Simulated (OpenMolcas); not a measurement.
## neutral rhenium: effect of the active space

* Program: OpenMolcas
* Method: MS-CASPT2, IPEA 0.25 Eh, imaginary shift 0.1 Eh
* Basis: ANO-RCC-VQZP
* Scalar Hamiltonian: DKH2, point nucleus
* Spin-orbit coupling: state interaction with AMFI integrals over the reference wave functions, term energies averaged over their components

A. 5 electrons in 5 orbitals (5d); 2S+1 = 6 even, 1 root; 2S+1 = 4 even, 24 roots; 2S+1 = 2 even, 75 roots (67 in the spin-orbit step); closed shells correlated: 5s 5p 6s; CASPT2 step roughly 100 core-seconds
B. 7 electrons in 6 orbitals (5d 6s); 2S+1 = 6 even, 6 roots; 2S+1 = 4 even, 59 roots kept (CI in the orbitals of an earlier block); 2S+1 = 2 even, 53 roots kept (CI in the orbitals of an earlier block); closed shells correlated: 5s 5p; CASPT2 step roughly 2.6 core-minutes

Energies in cm⁻¹ above 5d⁵ 6s² ⁶S_5/2, the measured ground level; measured values from NIST Handbook of Basic Atomic Spectroscopic Data.

| Level | A | B | Measured |
| --- | --- | --- | --- |
| 5d⁵ 6s² ⁶S_5/2 | 0.0 | 0.0 | 0.0 |
| 5d⁵ 6s² ⁴G_11/2 | 17550 | 18350 | 16307 |
| 5d⁵ 6s² ⁴G_9/2 | 17990 | 18550 | 16619 |
| 5d⁵ 6s² ⁴P_1/2 [57 %] | 18810 | 17960 |  |
| 5d⁵ 6s² ⁴D_7/2 [71 %] | 20380 | 19450 |  |
| 5d⁵ 6s² ⁴D_1/2 [60 %] | 22950 | 22520 |  |
| 5d⁵ 6s² ²I_11/2 | 25680 | 26900 |  |

Deviations, from unrounded energies. A percentage is the sum of absolute deviations over the sum of measured energies, with the sign that they share, or ± where signs differ.

```tsv
Against measurement	Levels	A	B
mean absolute deviation (cm-1)	2	1300	2000
other terms of the ground configuration (%)	2	+7.9	+12.1
```

A lies closest to measurement on these levels. The largest miss of A in the table is 5d⁵ 6s² ⁴G_9/2, by +1400 cm-1. The ranking rests on the paired levels alone, and a cruder setting can come out closer through cancelling errors.

The spin-orbit steps hold different terms of 5d⁵ 6s² (B lacks a ²D, a ²G, ²S), which shifts levels as well.

Between A and B the level of the table that moves most is 5d⁵ 6s² ²I_11/2, by 1200 cm-1 (lowest in A, highest in B). Moves below CASPT2's spread within the term are not significant.

CASPT2 breaks the degeneracy within a term, and the mean is taken; among the terms shown or strongly mixed into the levels shown the widest spread is 940 cm-1 (5d⁵ 6s² ²I, B). The CASPT2 spread within a term exceeds the gap to the next term for 5d⁵ 6s² ⁴D and 5d⁵ 6s² ⁴P, so the order of their levels is uncertain, and so are names and mixing where such terms share a J (figures for A; the like holds for B). Some high roots are left out of the spin-orbit mixing, which shifts the levels that they would mix with (holds for A). With the s shell closed, the reference lacks s² → p², s² → d² and s → d mixing, so excited terms can stand far too high and out of order, with CASPT2 too (holds for A). Terms from blocks run as CI alone lack orbitals of their own (holds for B). Configurations are named by rounded mean occupations; where the s occupation lies near a half they are strongly mixed, a name can repeat and a true partner stay unpaired (holds for B). Measured partners are found by configuration, term and J. A level has none where our copy of the source lacks it or the pairing is in doubt (some pairs that miss far off the trend of their configuration count as doubtful), and it then counts in no deviation. Levels of configurations outside the active space are missing. The table leaves out levels that lie high or whose names do not pair safely across all columns.

A share in square brackets marks a mixed level and gives the weight of the term that names it, the lowest over the columns.
